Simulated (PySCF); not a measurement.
Record of a relaxation.

Species: H₈O₂Si₃.
Bonds: O1–Si2, Si2–O3, O3–Si4, Si4–Si5. Hydrogens: H6 on O1; H7, H8 on Si2; H9, H10 on Si4; H11, H12, H13 on Si5.

Method: PBE0-D3(BJ)/def2-SVP geometry optimisation, gas phase in PySCF; density fitting, grid level 1; the optimiser is geomeTRIC in internal coordinates, started from a GFN2-xTB structure with every atom displaced at random (about 0.01 Å). 14 of its 16 geometries are shown. The frame can shift and turn from step to step; on so coarse a grid that alone can change the energy by a few meV, and forces under 0.02 eV/Å are noise.

Step 0: E = -27834.8118 eV, largest atomic force 2.635 eV/Å
```
atom  x, y, z in Å  |  force x, y, z in eV/Å
O1     -1.450    1.362    0.580   -0.455   2.377   1.042
Si2    -2.068    0.049   -0.146   -0.279  -0.093  -0.280
O3     -0.819   -0.915   -0.388    1.584  -0.908  -0.198
Si4     0.786   -1.344   -0.136   -2.083  -0.513   0.191
Si5     2.096    0.507    0.007    0.408   0.675   0.236
H6     -2.044    2.113    0.819    0.860  -1.006  -0.308
H7     -2.986   -0.641    0.737   -0.844  -0.290   0.380
H8     -2.574    0.369   -1.472   -0.655   0.209  -0.545
H9      0.727   -2.176    1.097    0.457  -0.034   0.205
H10     0.984   -2.233   -1.272    0.698  -0.395  -0.550
H11     3.299    0.354   -0.797    0.703  -0.231  -0.500
H12     1.494    1.775   -0.412   -0.508   0.301  -0.314
H13     2.562    0.764    1.372    0.115  -0.093   0.643
```

Step 1: E = -27835.2013 eV, largest atomic force 0.259 eV/Å
```
atom  x, y, z in Å  |  force x, y, z in eV/Å
O1     -1.451    1.417    0.635    0.112  -0.215  -0.090
Si2    -2.089    0.086   -0.136    0.105   0.096   0.166
O3     -0.833   -0.937   -0.409   -0.067  -0.004  -0.023
Si4     0.750   -1.391   -0.160   -0.128   0.052  -0.025
Si5     2.127    0.502   -0.019    0.094   0.074   0.046
H6     -2.026    2.125    0.929   -0.087   0.048   0.009
H7     -3.096   -0.591    0.733   -0.009  -0.006  -0.016
H8     -2.714    0.463   -1.435    0.023  -0.023  -0.024
H9      0.860   -2.177    1.107   -0.016  -0.059  -0.021
H10     1.156   -2.260   -1.305   -0.006  -0.021   0.016
H11     3.368    0.308   -0.834    0.014  -0.012  -0.006
H12     1.409    1.711   -0.514   -0.018   0.040  -0.049
H13     2.546    0.729    1.398   -0.016   0.029   0.019
```

Step 2: E = -27835.2109 eV, largest atomic force 0.132 eV/Å
```
atom  x, y, z in Å  |  force x, y, z in eV/Å
O1     -1.407    1.383    0.653    0.016  -0.027   0.006
Si2    -2.081    0.083   -0.131    0.051   0.043   0.049
O3     -0.841   -0.949   -0.421   -0.062  -0.097  -0.065
Si4     0.741   -1.394   -0.165   -0.011   0.063   0.037
Si5     2.109    0.518   -0.024    0.025   0.036   0.023
H6     -1.970    2.101    0.953   -0.010   0.001  -0.005
H7     -3.102   -0.589    0.725   -0.006   0.010  -0.005
H8     -2.691    0.483   -1.431   -0.008   0.002   0.001
H9      0.836   -2.183    1.104    0.017  -0.032  -0.016
H10     1.160   -2.272   -1.298   -0.005   0.001  -0.003
H11     3.365    0.315   -0.814    0.006  -0.009   0.011
H12     1.392    1.713   -0.559    0.010  -0.011  -0.029
H13     2.498    0.776    1.398   -0.022   0.019  -0.004
```

Step 3: E = -27835.2241 eV, largest atomic force 0.260 eV/Å
```
atom  x, y, z in Å  |  force x, y, z in eV/Å
O1     -1.318    1.302    0.706   -0.051   0.194   0.118
Si2    -2.058    0.077   -0.130   -0.054  -0.001  -0.070
O3     -0.857   -0.984   -0.461   -0.083  -0.207  -0.133
Si4     0.724   -1.402   -0.172    0.171   0.078   0.121
Si5     2.061    0.549   -0.039   -0.068  -0.052  -0.009
H6     -1.851    2.034    1.030    0.069  -0.037  -0.014
H7     -3.114   -0.580    0.694    0.000   0.003   0.004
H8     -2.643    0.553   -1.416   -0.021   0.021   0.025
H9      0.795   -2.185    1.103    0.048   0.013  -0.006
H10     1.185   -2.297   -1.275   -0.022   0.032  -0.037
H11     3.362    0.324   -0.749    0.002  -0.007   0.031
H12     1.360    1.699   -0.689    0.031  -0.043  -0.009
H13     2.361    0.896    1.386   -0.023   0.004  -0.021
```

Step 5: E = -27835.2517 eV, largest atomic force 0.369 eV/Å
```
atom  x, y, z in Å  |  force x, y, z in eV/Å
O1     -1.060    1.037    0.856   -0.131   0.270   0.163
Si2    -1.976    0.060   -0.126   -0.228  -0.010  -0.191
O3     -0.913   -1.093   -0.603   -0.074  -0.190  -0.123
Si4     0.674   -1.410   -0.192    0.337   0.068   0.135
Si5     1.893    0.629   -0.094   -0.085  -0.200  -0.012
H6     -1.474    1.803    1.269    0.124  -0.059  -0.019
H7     -3.123   -0.538    0.616    0.022  -0.008   0.023
H8     -2.483    0.782   -1.328   -0.009   0.042   0.044
H9      0.701   -2.150    1.110    0.052   0.073   0.016
H10     1.252   -2.331   -1.215   -0.045   0.057  -0.076
H11     3.323    0.359   -0.457   -0.001   0.015   0.031
H12     1.341    1.584   -1.109    0.010  -0.037   0.034
H13     1.851    1.253    1.262    0.028  -0.021  -0.026
```

Step 6: E = -27835.2655 eV, largest atomic force 0.104 eV/Å
```
atom  x, y, z in Å  |  force x, y, z in eV/Å
O1     -1.139    1.108    0.828   -0.046   0.073   0.045
Si2    -2.005    0.059   -0.129   -0.058   0.016  -0.053
O3     -0.904   -1.076   -0.576    0.007  -0.064   0.001
Si4     0.692   -1.402   -0.189    0.087   0.033   0.026
Si5     1.940    0.604   -0.080   -0.065  -0.075  -0.030
H6     -1.577    1.869    1.222    0.054  -0.022  -0.015
H7     -3.124   -0.565    0.634    0.013  -0.014   0.007
H8     -2.543    0.734   -1.344    0.000   0.011   0.010
H9      0.749   -2.148    1.108    0.020   0.033   0.008
H10     1.237   -2.306   -1.245   -0.021   0.033  -0.038
H11     3.353    0.329   -0.501   -0.003  -0.007   0.028
H12     1.364    1.599   -1.037    0.019  -0.016   0.012
H13     1.963    1.180    1.297   -0.007  -0.001  -0.001
```

Step 7: E = -27835.2697 eV, largest atomic force 0.074 eV/Å
```
atom  x, y, z in Å  |  force x, y, z in eV/Å
O1     -1.131    1.118    0.807   -0.019  -0.042  -0.016
Si2    -2.008    0.053   -0.125    0.018   0.015  -0.003
O3     -0.909   -1.086   -0.579    0.026   0.017   0.067
Si4     0.695   -1.398   -0.198   -0.030  -0.012  -0.039
Si5     1.931    0.600   -0.071   -0.021   0.009  -0.013
H6     -1.554    1.887    1.199    0.005   0.018  -0.003
H7     -3.108   -0.573    0.664    0.007  -0.006   0.002
H8     -2.571    0.719   -1.333    0.001  -0.004  -0.003
H9      0.771   -2.147    1.096    0.003  -0.003   0.002
H10     1.234   -2.282   -1.273   -0.004   0.011  -0.011
H11     3.352    0.324   -0.462    0.005  -0.012   0.015
H12     1.374    1.594   -1.039    0.017   0.005  -0.004
H13     1.931    1.177    1.305   -0.009   0.004   0.007
```

Step 8: E = -27835.2721 eV, largest atomic force 0.099 eV/Å
```
atom  x, y, z in Å  |  force x, y, z in eV/Å
O1     -1.121    1.133    0.778   -0.006  -0.065  -0.023
Si2    -2.012    0.046   -0.117    0.046   0.007   0.006
O3     -0.915   -1.094   -0.576    0.021   0.050   0.083
Si4     0.695   -1.397   -0.212   -0.068  -0.032  -0.053
Si5     1.923    0.599   -0.060    0.005   0.046   0.004
H6     -1.530    1.912    1.160   -0.013   0.022  -0.006
H7     -3.088   -0.577    0.706    0.000   0.001   0.001
H8     -2.604    0.691   -1.322   -0.002  -0.009  -0.006
H9      0.788   -2.157    1.074    0.001  -0.022  -0.007
H10     1.230   -2.259   -1.307    0.004  -0.001   0.002
H11     3.350    0.319   -0.422    0.007  -0.012   0.007
H12     1.389    1.601   -1.032    0.014   0.009  -0.012
H13     1.901    1.168    1.320   -0.010   0.004   0.004
```

Step 9: E = -27835.2769 eV, largest atomic force 0.131 eV/Å
```
atom  x, y, z in Å  |  force x, y, z in eV/Å
O1     -1.103    1.185    0.683    0.026  -0.083  -0.014
Si2    -2.023    0.030   -0.088    0.071  -0.006  -0.002
O3     -0.931   -1.112   -0.556    0.009   0.091   0.094
Si4     0.695   -1.394   -0.254   -0.104  -0.051  -0.056
Si5     1.908    0.596   -0.022    0.044   0.088   0.035
H6     -1.486    1.995    1.025   -0.044   0.024  -0.009
H7     -3.023   -0.574    0.839   -0.010   0.012   0.001
H8     -2.707    0.595   -1.284   -0.010  -0.012  -0.008
H9      0.839   -2.203    0.997    0.001  -0.049  -0.026
H10     1.213   -2.190   -1.406    0.015  -0.019   0.018
H11     3.348    0.298   -0.322    0.007  -0.010  -0.005
H12     1.440    1.629   -0.992    0.007   0.009  -0.024
H13     1.837    1.130    1.370   -0.012   0.006  -0.003
```

Step 10: E = -27835.2808 eV, largest atomic force 0.128 eV/Å
```
atom  x, y, z in Å  |  force x, y, z in eV/Å
O1     -1.107    1.254    0.563    0.058  -0.054   0.003
Si2    -2.037    0.017   -0.046    0.058  -0.017  -0.018
O3     -0.945   -1.122   -0.521    0.001   0.102   0.077
Si4     0.696   -1.389   -0.305   -0.096  -0.048  -0.038
Si5     1.907    0.587    0.025    0.063   0.076   0.056
H6     -1.479    2.093    0.841   -0.061   0.011  -0.011
H7     -2.935   -0.551    0.999   -0.015   0.013  -0.001
H8     -2.834    0.470   -1.221   -0.014  -0.015  -0.004
H9      0.900   -2.268    0.889    0.004  -0.053  -0.037
H10     1.183   -2.100   -1.524    0.019  -0.027   0.019
H11     3.352    0.254   -0.208    0.003  -0.003  -0.009
H12     1.521    1.663   -0.933   -0.004   0.003  -0.027
H13     1.784    1.076    1.430   -0.017   0.012  -0.009
```

Step 12: E = -27835.2863 eV, largest atomic force 0.082 eV/Å
```
atom  x, y, z in Å  |  force x, y, z in eV/Å
O1     -1.121    1.321    0.447    0.067   0.042   0.019
Si2    -2.042    0.012    0.002   -0.030  -0.041  -0.026
O3     -0.950   -1.121   -0.477   -0.008   0.044   0.030
Si4     0.697   -1.385   -0.356    0.004  -0.013  -0.001
Si5     1.915    0.576    0.075    0.031  -0.006   0.033
H6     -1.514    2.174    0.646   -0.033  -0.009  -0.007
H7     -2.835   -0.503    1.155   -0.007  -0.002  -0.002
H8     -2.948    0.343   -1.134   -0.001   0.004   0.002
H9      0.956   -2.355    0.754    0.001  -0.019  -0.019
H10     1.151   -2.006   -1.636    0.000  -0.004  -0.001
H11     3.362    0.204   -0.074   -0.003   0.011  -0.001
H12     1.622    1.676   -0.891   -0.015  -0.015  -0.014
H13     1.712    1.048    1.477   -0.006   0.007  -0.012
```

Step 13: E = -27835.2881 eV, largest atomic force 0.057 eV/Å
```
atom  x, y, z in Å  |  force x, y, z in eV/Å
O1     -1.117    1.329    0.456    0.030   0.037   0.016
Si2    -2.037    0.019    0.006   -0.041  -0.031  -0.025
O3     -0.946   -1.115   -0.469    0.000   0.014   0.024
Si4     0.699   -1.392   -0.355    0.027  -0.003   0.004
Si5     1.917    0.571    0.077    0.010  -0.018   0.009
H6     -1.523    2.178    0.646   -0.011  -0.004  -0.005
H7     -2.838   -0.495    1.154    0.001  -0.001  -0.002
H8     -2.938    0.351   -1.134    0.001   0.010   0.002
H9      0.955   -2.376    0.744   -0.003  -0.006  -0.007
H10     1.149   -2.010   -1.638   -0.006   0.008  -0.007
H11     3.367    0.208   -0.067   -0.001   0.008   0.004
H12     1.617    1.658   -0.903   -0.008  -0.014  -0.008
H13     1.703    1.058    1.472    0.001   0.001  -0.006
```

Step 14: E = -27835.2892 eV, largest atomic force 0.025 eV/Å
```
atom  x, y, z in Å  |  force x, y, z in eV/Å
O1     -1.125    1.347    0.463   -0.011   0.010   0.009
Si2    -2.036    0.030    0.014   -0.019  -0.006  -0.014
O3     -0.941   -1.103   -0.453    0.009  -0.008   0.022
Si4     0.702   -1.398   -0.354    0.016   0.000  -0.003
Si5     1.929    0.560    0.080   -0.007  -0.018  -0.009
H6     -1.550    2.191    0.636    0.011   0.002  -0.003
H7     -2.840   -0.484    1.160    0.004  -0.003  -0.002
H8     -2.935    0.355   -1.129    0.003   0.009   0.001
H9      0.956   -2.404    0.724   -0.005   0.005   0.004
H10     1.137   -2.002   -1.650   -0.005   0.013  -0.009
H11     3.380    0.200   -0.053    0.001   0.001   0.005
H12     1.626    1.630   -0.916   -0.001  -0.005  -0.001
H13     1.702    1.064    1.467    0.004  -0.002   0.001
```

Step 15: E = -27835.2894 eV, largest atomic force 0.025 eV/Å
```
atom  x, y, z in Å  |  force x, y, z in eV/Å
O1     -1.130    1.354    0.472   -0.020  -0.007   0.007
Si2    -2.037    0.035    0.018    0.002   0.008  -0.008
O3     -0.940   -1.097   -0.445    0.006  -0.011   0.022
Si4     0.702   -1.400   -0.354    0.001   0.000  -0.011
Si5     1.936    0.552    0.080   -0.007  -0.009  -0.007
H6     -1.559    2.197    0.636    0.013   0.004  -0.004
H7     -2.845   -0.481    1.161    0.002  -0.002  -0.002
H8     -2.932    0.362   -1.128    0.002   0.006   0.000
H9      0.956   -2.414    0.717   -0.003   0.005   0.004
H10     1.129   -1.996   -1.656   -0.002   0.008  -0.004
H11     3.386    0.192   -0.048    0.001  -0.001   0.002
H12     1.634    1.616   -0.924    0.001   0.001   0.001
H13     1.705    1.065    1.462    0.003  -0.001   0.001
```

Task: Summarise the path.

Result: The energy falls by 11.01 kcal/mol from step 0 to step 15; nine tenths of that is first reached at step 4. It falls at every step. The largest force goes from 2.635 to 0.025 eV/Å. Among the bonds Si4–Si5 changes most, from 2.272 to 2.350 Å; the atoms move by 0.498 Å rms after alignment.

Task: Follow the three bonds and two angles with the largest change from start to end.

Result: 
```json
{"step": "0", "E above end (kcal/mol)": "11.01", "largest force (eV/Å)": "2.635", "Si4–Si5 (Å)": "2.272", "Si2–O3 (Å)": "1.595", "Si5–H11 (Å)": "1.455", "Si2–O3–Si4 (°)": "151.5", "O3–Si4–H10 (°)": "99.7"}
{"step": "1", "E above end (kcal/mol)": "2.03", "largest force (eV/Å)": "0.259", "Si4–Si5 (Å)": "2.345", "Si2–O3 (Å)": "1.642", "Si5–H11 (Å)": "1.497", "Si2–O3–Si4 (°)": "150.7", "O3–Si4–H10 (°)": "107.6"}
{"step": "2", "E above end (kcal/mol)": "1.81", "largest force (eV/Å)": "0.132", "Si4–Si5 (Å)": "2.355", "Si2–O3 (Å)": "1.639", "Si5–H11 (Å)": "1.498", "Si2–O3–Si4 (°)": "149.4", "O3–Si4–H10 (°)": "107.9"}
{"step": "3", "E above end (kcal/mol)": "1.51", "largest force (eV/Å)": "0.260", "Si4–Si5 (Å)": "2.369", "Si2–O3 (Å)": "1.636", "Si5–H11 (Å)": "1.499", "Si2–O3–Si4 (°)": "145.7", "O3–Si4–H10 (°)": "108.4"}
{"step": "4", "E above end (kcal/mol)": "1.07", "largest force (eV/Å)": "0.396", "Si4–Si5 (Å)": "2.379", "Si2–O3 (Å)": "1.636", "Si5–H11 (Å)": "1.500", "Si2–O3–Si4 (°)": "139.1", "O3–Si4–H10 (°)": "108.8"}
{"step": "5", "E above end (kcal/mol)": "0.87", "largest force (eV/Å)": "0.369", "Si4–Si5 (Å)": "2.377", "Si2–O3 (Å)": "1.639", "Si5–H11 (Å)": "1.500", "Si2–O3–Si4 (°)": "132.7", "O3–Si4–H10 (°)": "108.5"}
{"step": "6", "E above end (kcal/mol)": "0.55", "largest force (eV/Å)": "0.104", "Si4–Si5 (Å)": "2.364", "Si2–O3 (Å)": "1.643", "Si5–H11 (Å)": "1.500", "Si2–O3–Si4 (°)": "135.2", "O3–Si4–H10 (°)": "107.6"}
{"step": "7", "E above end (kcal/mol)": "0.45", "largest force (eV/Å)": "0.074", "Si4–Si5 (Å)": "2.353", "Si2–O3 (Å)": "1.646", "Si5–H11 (Å)": "1.499", "Si2–O3–Si4 (°)": "134.8", "O3–Si4–H10 (°)": "107.0"}
{"step": "8", "E above end (kcal/mol)": "0.40", "largest force (eV/Å)": "0.099", "Si4–Si5 (Å)": "2.348", "Si2–O3 (Å)": "1.647", "Si5–H11 (Å)": "1.499", "Si2–O3–Si4 (°)": "134.7", "O3–Si4–H10 (°)": "106.8"}
{"step": "9", "E above end (kcal/mol)": "0.29", "largest force (eV/Å)": "0.131", "Si4–Si5 (Å)": "2.342", "Si2–O3 (Å)": "1.648", "Si5–H11 (Å)": "1.500", "Si2–O3–Si4 (°)": "135.1", "O3–Si4–H10 (°)": "106.7"}
{"step": "10", "E above end (kcal/mol)": "0.20", "largest force (eV/Å)": "0.128", "Si4–Si5 (Å)": "2.341", "Si2–O3 (Å)": "1.648", "Si5–H11 (Å)": "1.501", "Si2–O3–Si4 (°)": "136.2", "O3–Si4–H10 (°)": "106.9"}
{"step": "11", "E above end (kcal/mol)": "0.19", "largest force (eV/Å)": "0.125", "Si4–Si5 (Å)": "2.343", "Si2–O3 (Å)": "1.646", "Si5–H11 (Å)": "1.502", "Si2–O3–Si4 (°)": "138.8", "O3–Si4–H10 (°)": "107.5"}
{"step": "12", "E above end (kcal/mol)": "0.07", "largest force (eV/Å)": "0.082", "Si4–Si5 (Å)": "2.348", "Si2–O3 (Å)": "1.645", "Si5–H11 (Å)": "1.502", "Si2–O3–Si4 (°)": "137.8", "O3–Si4–H10 (°)": "107.6"}
{"step": "13", "E above end (kcal/mol)": "0.03", "largest force (eV/Å)": "0.057", "Si4–Si5 (Å)": "2.351", "Si2–O3 (Å)": "1.644", "Si5–H11 (Å)": "1.501", "Si2–O3–Si4 (°)": "138.3", "O3–Si4–H10 (°)": "107.8"}
{"step": "14", "E above end (kcal/mol)": "0.00", "largest force (eV/Å)": "0.025", "Si4–Si5 (Å)": "2.351", "Si2–O3 (Å)": "1.643", "Si5–H11 (Å)": "1.501", "Si2–O3–Si4 (°)": "139.4", "O3–Si4–H10 (°)": "107.8"}
{"step": "15", "E above end (kcal/mol)": "0.00", "largest force (eV/Å)": "0.025", "Si4–Si5 (Å)": "2.350", "Si2–O3 (Å)": "1.643", "Si5–H11 (Å)": "1.500", "Si2–O3–Si4 (°)": "139.9", "O3–Si4–H10 (°)": "107.8"}
```

What follows is the cost of the whole optimisation. Hardware: one thread of an Arm Neoverse V2, on a shared host. Cost: 91 s wall, 0.51 GiB resident at most.
